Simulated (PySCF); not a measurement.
How methods differ on the excitation energy of Ag

Ag [Kr] 4d10 5s1 (2S) → Ag [Kr] 4d10 5p1 (2P), as a difference of total energies. Calculation: PySCF 2.14, in aug-cc-pVTZ-PP with one added diffuse shell each of s, p, d, f, g type with ECP28MDF (7s7p6d4f3g, 113 functions); scalar relativity through the core potential. Correlated levels: valence: 4s2 4p6 frozen. The calculations carry no spin-orbit coupling.

```json
{"method": "UHF", "excitation energy (cm⁻¹)": "24733", "error (cm⁻¹)": "-5433"}
{"method": "LDA", "excitation energy (cm⁻¹)": "32542", "error (cm⁻¹)": "+2376"}
{"method": "PBE", "excitation energy (cm⁻¹)": "30805", "error (cm⁻¹)": "+639"}
{"method": "PBE0", "excitation energy (cm⁻¹)": "29656", "error (cm⁻¹)": "-510"}
{"method": "r2SCAN", "excitation energy (cm⁻¹)": "30581", "error (cm⁻¹)": "+416"}
{"method": "revPBE", "excitation energy (cm⁻¹)": "30251", "error (cm⁻¹)": "+86"}
{"method": "wB97M-V", "excitation energy (cm⁻¹)": "28868", "error (cm⁻¹)": "-1298"}
{"method": "PBEsol", "excitation energy (cm⁻¹)": "31313", "error (cm⁻¹)": "+1147"}
{"method": "MP2 (valence)", "excitation energy (cm⁻¹)": "30391", "error (cm⁻¹)": "+225"}
{"method": "SCS-MP2 (valence)", "excitation energy (cm⁻¹)": "29675", "error (cm⁻¹)": "-491"}
```

Reference: 30166 cm⁻¹ (measured; NIST levels, between the centres of gravity of the two terms).

Errors of the correlated levels include the incompleteness of this basis and the frozen core.
